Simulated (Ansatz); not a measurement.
`FC1(F)CCOC1` at its PBE0-D4/def2-TZVP geometry, where that method's forces vanish. The species carries charge 0 and has multiplicity 1.

```csv
atom,x (Å),y (Å),z (Å)
F1,0.058,1.595,-1.523
C2,-0.414,0.583,-0.749
F3,-1.646,0.278,-1.244
C4,0.513,-0.621,-0.759
C5,0.552,-1.004,0.713
O6,0.469,0.233,1.398
C7,-0.512,0.987,0.727
H8,0.143,-1.400,-1.424
H9,1.498,-0.294,-1.095
H10,-0.299,-1.648,0.977
H11,1.473,-1.500,1.017
H12,-1.520,0.743,1.087
H13,-0.314,2.048,0.873
```

Task: For each bond, give half the difference of the two atoms' forces along it (eV/Å; positive pushes the atoms apart) under PBE-D4, r2SCAN-D4, B3LYP-D4, ωB97M-V in def2-TZVPP. (Best estimate.)

Result: Ansatz gave: 
| bond | length (Å) | PBE-D4 | r2SCAN-D4 | B3LYP-D4 | ωB97M-V |
| --- | --- | --- | --- | --- | --- |
| F1–C2 | 1.359 | 0.55 | 0.29 | 0.29 | 0.20 |
| C2–F3 | 1.362 | 0.54 | 0.28 | 0.30 | 0.20 |
| C2–C4 | 1.521 | -0.05 | -0.02 | 0.01 | -0.03 |
| C2–C7 | 1.533 | -0.10 | -0.05 | 0.01 | -0.05 |
| C4–C5 | 1.521 | -0.01 | 0.08 | 0.20 | 0.15 |
| C4–H8 | 1.089 | 0.06 | -0.07 | -0.12 | -0.10 |
| C4–H9 | 1.091 | 0.09 | -0.06 | -0.11 | -0.10 |
| C5–O6 | 1.417 | 0.37 | 0.29 | 0.29 | 0.20 |
| C5–H10 | 1.100 | 0.08 | -0.06 | -0.12 | -0.13 |
| C5–H11 | 1.089 | 0.06 | -0.09 | -0.20 | -0.14 |
| O6–C7 | 1.407 | 0.33 | 0.28 | 0.28 | 0.22 |
| C7–H12 | 1.098 | 0.08 | -0.07 | -0.13 | -0.13 |
| C7–H13 | 1.090 | 0.05 | -0.10 | -0.18 | -0.13 |

B3LYP here is the variant with VWN-RPA as its local correlation; programs differ in this.
